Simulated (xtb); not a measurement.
C2H3 (SMILES [CH]=C), doublet, at a GFN2-xTB geometry; GFN0-xTB (xtb).

The xtb input:
```
$ xtb mol.xyz --gfn 0 --uhf 1 --hess --json

# file mol.xyz
5

C      0.05254389    -0.57433481    -0.01733787
C      0.03699099     0.71273635     0.02197531
H     -0.84387122    -1.20149708    -0.04055811
H      0.97465882    -1.13961553    -0.03048968
H     -0.66799688     1.51070337     0.04322315
```

Write the output that xtb gives for this input, abridged.


```
   ID    Z sym.   atoms
    1    6 C      1, 2
    2    1 H      3-5

           -------------------------------------------------
          |                Calculation Setup                |
           -------------------------------------------------

           -------------------------------------------------
          |                 G F N 0 - x T B                 |
           -------------------------------------------------

          ...................................................
          :                      SETUP                      :
          :.................................................:
          :  # basis functions                  14          :
          :  # atomic orbitals                  14          :
          :  # shells                           10          :
          :  # electrons                        11          :
          :  electronic temp.          300.0000000     K    :
          :  accuracy                    1.0000000          :
          :  -> integral cutoff          0.2500000E+02      :
          :  -> integral neglect         0.1000000E-07      :
          ...................................................

         :::::::::::::::::::::::::::::::::::::::::::::::::::::
         ::                     SUMMARY                     ::
         :::::::::::::::::::::::::::::::::::::::::::::::::::::
         :: total energy              -5.782927351605 Eh    ::
         :: gradient norm              0.010254353425 Eh/a0 ::
         :: HOMO-LUMO gap              3.438232804679 eV    ::
         ::.................................................::
         :: H0 energy                 -5.892480849192 Eh    ::
         :: repulsion energy           0.123510645658 Eh    ::
         :: electrostat energy        -0.013468360187 Eh    ::
         :: -> Gsolv                   0.000000000000 Eh    ::
         ::    -> Gsasa                0.000000000000 Eh    ::
         ::    -> Gshift               0.000000000000 Eh    ::
         :: dispersion energy         -0.000488787884 Eh    ::
         :: short-range corr.          0.000000000000 Eh    ::
         :: add. restraining           0.000000000000 Eh    ::
         :: total charge              -0.000000000000 e     ::
         :::::::::::::::::::::::::::::::::::::::::::::::::::::

           -------------------------------------------------
          |                Numerical Hessian                |
           -------------------------------------------------
step length          :   0.00500
SCC accuracy         :   0.30000
Hessian scale factor :   1.00000
frozen atoms in %    :   0.00000    0
RMS gradient         :   0.01025 !! INCOMPLETELY OPTIMIZED GEOMETRY !!
estimated CPU  time      0.00 min

writing file <hessian>.

 projected vibrational frequencies (cm⁻¹)
eigval :       -0.00    -0.00     0.00     0.00     0.00     0.00
eigval :      578.96   637.62   887.55   943.00  1325.96  1667.05
eigval :     2966.86  3152.33  3287.48
           -------------------------------------------------
          |                Property Printout                |
           -------------------------------------------------

    * Orbital Energies and Occupations

         #    Occupation            Energy/Eh            Energy/eV
      -------------------------------------------------------------
         1        2.0000           -0.6432954             -17.5050
         2        2.0000           -0.6008927             -16.3511
         3        2.0000           -0.5443953             -14.8137
         4        2.0000           -0.5216228             -14.1941
         5        2.0000           -0.4506780             -12.2636
         6        1.0000           -0.3707126             -10.0876 (HOMO)
         7                         -0.2443599              -6.6494 (LUMO)
         8                         -0.1426077              -3.8806
         9                         -0.1064384              -2.8963
[...]
 IR intensities (km·mol⁻¹)
   1:  0.94   2:  1.00   3:  1.39   4:  4.00   5:  0.35   6:  0.97   7: 31.50   8:  2.42
   9: 62.08  10:  2.37  11:  3.27  12:  0.03  13:  0.43  14:  1.11  15:  7.41
 Raman intensities (Ä⁴*amu⁻¹)
   1:  0.00   2:  0.00   3:  0.00   4:  0.00   5:  0.00   6:  0.00   7:  0.00   8:  0.00
   9:  0.00  10:  0.00  11:  0.00  12:  0.00  13:  0.00  14:  0.00  15:  0.00
 output can be read by thermo (or use thermo option).
 writing <g98.out> molden fake output.
 recommended (thermochemical) frequency scaling factor: 1.0
           -------------------------------------------------
          |             Thermodynamic Functions             |
           -------------------------------------------------

cs  symmetry found (for desy threshold:  0.10E+00) used in thermo

          ...................................................
          :                      SETUP                      :
          :.................................................:
          :  # frequencies                           9      :
          :  # imaginary freq.                       0      :
          :  linear?                             false      :
          :  only rotor calc.                    false      :
          :  symmetry                               cs      :
          :  rotational number                       1      :
          :  scaling factor                  1.0000000      :
          :  rotor cutoff                   50.0000000 cm⁻¹ :
          :  imag. cutoff                  -20.0000000 cm⁻¹ :
          :.................................................:

    mode    ω/cm⁻¹     T·S(HO)/kcal·mol⁻¹    T·S(FR)/kcal·mol⁻¹   T·S(vib)
   ------------------------------------------------------------------------
   ------------------------------------------------------------------------

   temp. (K)  partition function   enthalpy   heat capacity  entropy
                                   cal/mol     cal/K/mol   cal/K/mol   J/K/mol
 298.15  VIB   1.15                  268.135      3.169      1.171
         ROT  0.178E+04              888.752      2.981     17.851
         INT  0.204E+04             1156.887      6.150     19.023
         TR   0.136E+27             1481.254      4.968     35.804
         TOT                        2638.1411    11.1178    54.8266   229.3945

       T/K    H(0)-H(T)+PV         H(T)/Eh          T*S/Eh         G(T)/Eh
   ------------------------------------------------------------------------
    298.15    0.420415E-02    0.393946E-01    0.260499E-01    0.133447E-01
   ------------------------------------------------------------------------

         :::::::::::::::::::::::::::::::::::::::::::::::::::::
         ::                  THERMODYNAMIC                  ::
         :::::::::::::::::::::::::::::::::::::::::::::::::::::
         :: total free energy          -5.769582657081 Eh   ::
         ::.................................................::
         :: total energy               -5.782927351605 Eh   ::
         :: zero point energy           0.035190437104 Eh   ::
         :: G(RRHO) w/o ZPVE           -0.021845742580 Eh   ::
         :: G(RRHO) contrib.            0.013344694524 Eh   ::
         :::::::::::::::::::::::::::::::::::::::::::::::::::::

           -------------------------------------------------
          | TOTAL ENERGY               -5.782927351605 Eh   |
          | TOTAL ENTHALPY             -5.743532768986 Eh   |
          | TOTAL FREE ENERGY          -5.769582657081 Eh   |
          | GRADIENT NORM               0.010254353425 Eh/α |
          | HOMO-LUMO GAP               3.438232804679 eV   |
           -------------------------------------------------
########################################################################
[WARNING] Runtime exception occurred
-1- hessian_numhess: Hessian on incompletely optimized geometry!
########################################################################

normal termination of xtb
```
